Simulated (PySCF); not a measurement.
**A small calculation by hand: oscillator strength and radiative lifetime**

C3H5BO, SMILES C(B(O)C)#C.

The structure is a stationary point at PBE-D3(BJ)/def2-SVP. This is a generated structure with no PubChem entry under its InChIKey; it may be hypothetical. The values are those of a single conformer.

TDA-ωB97X/def2-SVPD (PySCF 2.14.0) puts the first singlet state with f over 0.02 at 6.08 eV (vertical), with the transition dipole (-0.398, -0.105, 0.049) in atomic units.

### Question
Find the oscillator strength, the wavelength and the radiative lifetime that this transition would have in vacuum if emission retraced absorption.

### Answer

|μ|² = 0.1718 au, so |μ| = 1.05 D. ΔE = 6.08/27.211 = 0.2234 hartree. f = (2/3) ΔE |μ|² = 0.026 (the program prints 0.026).
λ = 1239.84/6.08 = 204 nm; ν = 49038 cm⁻¹.
Einstein's coefficient A = 0.6670 ν² f s⁻¹ (ν in cm⁻¹) = 4.1e7 s⁻¹, so τ = 1/A = 24 ns. This state is S2; the lower singlet has f = 0.000. The figure is the radiative limit of this one transition; relaxation, internal conversion, crossing to triplets and a medium change what is measured.
